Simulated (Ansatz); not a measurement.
fac-FeF3(NH3)3 (FeN₃F₃H₉). The state is a sextet with charge 0. Geometry PBE-D4/def2-SVP; atoms count from 1.

| atom | x (Å) | y (Å) | z (Å) |
| --- | --- | --- | --- |
| F1 | 1.813 | 0.655 | -1.332 |
| F2 | 0.312 | -1.938 | -1.279 |
| F3 | -1.114 | 0.604 | -1.971 |
| Fe4 | 0.187 | -0.126 | -0.850 |
| N5 | -1.678 | -0.887 | 0.210 |
| N6 | -0.068 | 1.903 | 0.152 |
| N7 | 1.469 | -0.830 | 0.896 |
| H8 | -1.547 | -1.868 | -0.072 |
| H9 | -2.346 | -0.459 | -0.447 |
| H10 | -2.043 | -0.839 | 1.168 |
| H11 | -0.288 | 2.224 | 1.101 |
| H12 | -0.779 | 2.241 | -0.511 |
| H13 | 0.843 | 2.276 | -0.148 |
| H14 | 1.501 | -1.815 | 0.601 |
| H15 | 1.407 | -0.766 | 1.918 |
| H16 | 2.331 | -0.376 | 0.563 |

Another isomer (sextet) lies 0.04 eV lower at PBE0-D4/def2-TZVP; other spin states weren't run for this one.

Q: Estimate the Mulliken populations from the PBE0/def2-TZVP orbitals of Ansatz.

A: 
```json
{"atom": "F1", "charge (e)": "-0.55", "spin (α − β)": "0.16", "d electrons": "–"}
{"atom": "F2", "charge (e)": "-0.55", "spin (α − β)": "0.16", "d electrons": "–"}
{"atom": "F3", "charge (e)": "-0.55", "spin (α − β)": "0.16", "d electrons": "–"}
{"atom": "Fe4", "charge (e)": "1.09", "spin (α − β)": "4.34", "d electrons": "5.98"}
{"atom": "N5", "charge (e)": "-0.63", "spin (α − β)": "0.05", "d electrons": "–"}
{"atom": "N6", "charge (e)": "-0.63", "spin (α − β)": "0.05", "d electrons": "–"}
{"atom": "N7", "charge (e)": "-0.63", "spin (α − β)": "0.05", "d electrons": "–"}
{"atom": "H8", "charge (e)": "0.29", "spin (α − β)": "0.00", "d electrons": "–"}
{"atom": "H9", "charge (e)": "0.29", "spin (α − β)": "0.00", "d electrons": "–"}
{"atom": "H10", "charge (e)": "0.25", "spin (α − β)": "0.00", "d electrons": "–"}
{"atom": "H11", "charge (e)": "0.25", "spin (α − β)": "0.00", "d electrons": "–"}
{"atom": "H12", "charge (e)": "0.29", "spin (α − β)": "0.00", "d electrons": "–"}
{"atom": "H13", "charge (e)": "0.29", "spin (α − β)": "0.00", "d electrons": "–"}
{"atom": "H14", "charge (e)": "0.29", "spin (α − β)": "0.00", "d electrons": "–"}
{"atom": "H15", "charge (e)": "0.25", "spin (α − β)": "0.00", "d electrons": "–"}
{"atom": "H16", "charge (e)": "0.29", "spin (α − β)": "0.00", "d electrons": "–"}
```
Mulliken values depend strongly on the basis.

Q: Where does the spin sit?

A: Summed by element: F 0.49, Fe 4.34, N 0.16, H 0.00, of 5 unpaired in all. Largest on single atoms: Fe4 4.34, F3 0.16, F1 0.16.

Q: And the Mayer bond orders between heavy atoms (over 0.3)?

A: F1–Fe4 0.73 (1.87 Å); F2–Fe4 0.73 (1.87 Å); F3–Fe4 0.73 (1.87 Å); Fe4–N5 0.32 (2.28 Å); Fe4–N6 0.32 (2.28 Å); Fe4–N7 0.32 (2.28 Å).
